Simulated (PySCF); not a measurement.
# Kr⁺ (krypton, charge +1): UHF calculation

Configuration: [Ar] 3d10 4s2 4p5, 2P determinant. All numbers are calculated (PySCF 2.14, the spin-free X2C one-electron Hamiltonian (Gaussian nucleus), in aug-cc-pVTZ-DK (7s6p4d2f, 59 functions)).

- Total energy: -2787.693795 hartree
- One-electron energy: -3861.0691 hartree
- Hartree (Coulomb) energy: 1168.6258 hartree
- Exchange energy: -95.2505 hartree
- ⟨S²⟩: 0.7578
- ⟨L²⟩: 2.030
- Sum of ⟨r⟩: 23.51 bohr
- Sum of ⟨r²⟩: 31.66 bohr²
- Traceless quadrupole moment −½Σ⟨3z² − r²⟩ along its main axis: 1.50 e·bohr²
- Langevin diamagnetic susceptibility: -25.1 ×10⁻⁶ cm³/mol

```csv
shell,electrons,mean orbital energy (hartree),spread (hartree),"rms radius, mean of both spins (bohr)"
1s α,1,-529.77236,0,0.0478
1s β,1,-529.76686,0,0.0478
2s α,1,-72.49151,0,0.199
2s β,1,-72.48851,0,0.199
2p α,3,-63.96348,0.00962,0.177
2p β,3,-63.95722,0.00419,0.177
3s α,1,-11.66544,0,0.565
3s β,1,-11.65490,0,0.565
3p α,3,-8.85775,0.02916,0.581
3p β,3,-8.84364,0.00474,0.581
3d α,5,-4.19104,0.02746,0.611
3d β,5,-4.18391,0.01471,0.611
4s α,1,-1.63116,0,1.67
4s β,1,-1.51057,0,1.67
4p α,3,-0.93893,0.07799,1.97
4p β,2,-0.88969,0,1.97
```

Densities and radii are taken from the X2C orbitals without a picture-change correction, which distorts them close to the nucleus.

Spin-orbit constants ζ (cm⁻¹) from the X2C one-electron operator on these orbitals: bare nucleus, nucleus screened by l(l+1)(2l+1)/3 electrons, and screened by the Breit-Pauli mean field of the electrons.

```tsv
shell	bare	screened nucleus	mean field
2p	297000	280500	273100
3p	43820	41380	40060
3d	5560	4015	3765
4p	3708	3502	3371
```

To first order the Landé constant is A = -3371 cm⁻¹, so the lowest level has J = 3/2 and lies 0.209 eV below the centre of the term.
